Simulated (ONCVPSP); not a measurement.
## What the settings do to the ONCV potential of sulfur (S)

Base potential:

* Element: S
* Generator: ONCVPSP 4.0.1
* Type: optimised norm-conserving Vanderbilt (ONCV)
* Functional: PBEsol
* Relativity: scalar-relativistic
* Frozen core: [Ne]
* Valence charge: 6
* Reference configuration: 3s2 3p2.5 (charge +1.5)
* Partial waves: 3s: rc 1.45 bohr, ncon 4, nbas 8, qcut 4.9 1/bohr, 1 projector; 3p: rc 1.65 bohr, ncon 5, nbas 8, qcut 4.9 1/bohr, 2 projectors, debl 2.6 Ha; d scattering state at 0.29 Ha: rc 1.50 bohr, ncon 4, nbas 7, qcut 6.6 1/bohr, 3 projectors, debl 1.8 Ha
* Local potential: polynomial inside 1.05 bohr (lpopt 5, dvloc0 6 Ha)
* Core correction: Teter function fitted to the true core (icmod 2), fcfact 0.35

In the d channel the program set the typed energies aside and used 0.050, 1.850, 3.650 Ha.

Cutoffs, loose and tight: the cutoffs (Ha) at which the residual kinetic energy of the hardest occupied pseudo-wave falls to 1 and 0.1 mHa per electron. They do not see the model core or the augmentation charge, which bear on the density cutoff. Test errors are all-electron minus pseudo excitation energies from the reference, over the configurations 3s2 3p4; 3s2 3p3; 3s2 3p2; 3s1 3p5. A dash means not determined; rows that change the core or the reference have their own tests.

1 further variants are left out, since the program set their typed debl aside.

A true bound ghost makes a file unfit for plane-wave use even where its test errors are small: the radial tests pick states by their node count and pass the ghost by.

```tsv
change	outcome	cutoff, loose	cutoff, tight	bound ghosts	GHOST(+) flags above zero	largest test error (meV)
base	generated, projector energies reset by the program	13 Ha	66 Ha	none	d	+10
p: qcut 5.7	generated, projector energies reset by the program	13 Ha	66 Ha	none	d	+10
p: nproj 1	generated, projector energies reset by the program	13 Ha	66 Ha	none	d	+15
p: nbas 10	generated, projector energies reset by the program	13 Ha	66 Ha	none	d	+9.5
local potential polynomial inside 1.30 bohr (lpopt 5, dvloc0 3 Ha)	generated, projector energies reset by the program	13 Ha	66 Ha	none	none	+9.9
p: ncon 4, nbas 7	generated, projector energies reset by the program	13 Ha	66 Ha	none	d	+9.4
core correction Teter function fitted to the true core (icmod 2), fcfact 0.1	generated, projector energies reset by the program	13 Ha	66 Ha	none	d	+9.1
```

Question: What comes out with this change to the base: local potential polynomial inside 1.05 bohr (lpopt 5, dvloc0 -3 Ha)?

Answer: outcome: generated, projector energies reset by the program; cutoff, loose: 13 Ha; cutoff, tight: 66 Ha; bound ghosts: s; GHOST(+) flags above zero: d; largest test error (meV): +15.

Question: What comes out with this change to the base: all radii but the core radius scaled by about 1.30 (s 1.88, p 2.14, d 1.94 bohr); local potential polynomial inside 1.36 bohr (lpopt 5, dvloc0 6 Ha)?

Answer: outcome: generated, projector energies reset by the program; cutoff, loose: 9.8 Ha; cutoff, tight: 15 Ha; bound ghosts: d; GHOST(+) flags above zero: none; largest test error (meV): +10.
